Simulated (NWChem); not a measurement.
System: CH$_{5}$BrOSi; SMILES C[SiH](O)Br

```xyz
9

Si    -0.0554    -0.9281     0.3999
C      1.4665    -1.7359    -0.2816
O     -1.3638    -1.6253    -0.3403
Br    -0.0016     1.2693    -0.0480
H     -0.1603    -1.0180     1.8840
H      1.4510    -2.8157    -0.0658
H      2.3721    -1.3001     0.1657
H      1.5135    -1.5984    -1.3722
H     -2.2342    -1.2812    -0.1178
```
Atoms are numbered in this order, from 1.

Results from NWChem. All runs use the structure optimised with PBE0/def2-SVP. Level SCAN/def2-SVP: energy and gradient on several grids; changes count from the extra-fine grid, which is no exact limit either.

| grid | size of the energy change (μHa) | largest change of a gradient component (μHa/bohr) | time, medium = 1 (rough) |
|---|---|---|---|
| xcoarse | 10000 | 3000 | about 1 |
| coarse | 7000 | 3000 | about 1 |
| medium | 1000 | 800 | about 1 |
| fine | 3000 | 400 | about 1 |
| xfine | < 10 | < 30 | 2 |
